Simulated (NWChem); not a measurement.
**Atomisation of ClIn**

```xyz
2

In     0.0000     0.0000    -0.6307
Cl     0.0000     0.0000     1.8179
```
Charge 0, spin multiplicity 1.

Everything below was run with NWChem. Structure: optimised with PBE/def2-SVP with def2 effective core potentials on In, a minimum by its harmonic frequencies.

Basis set: def2-TZVP. The atomisation energy is electronic alone: no zero-point, thermal, spin-orbit or counterpoise terms. No value is extrapolated to the basis-set limit. Free atoms are single determinants with multiplicities In 2, Cl 2. Correlated methods freeze the same cores in atoms and molecule, 9 orbitals in all.

Effective core potentials replace the inner electrons of In; spin-orbit coupling is left out. The structure started from a generated list of species. No SCF solution was tested for a lower state. Open-shell Hartree-Fock references start from PBE0 orbitals. No row is a measurement; the coupled-cluster row has its own basis-set and correlation limits.

**Question.** One of these methods gave an atomisation energy of 107.2 kcal/mol. Which?
(A) CCSD(T)
(B) HF
(C) PBE0
(D) TPSS

**Answer.** D, TPSS. The others give 105.4 (PBE0), 102.7 (CCSD(T)), 78.4 (HF).
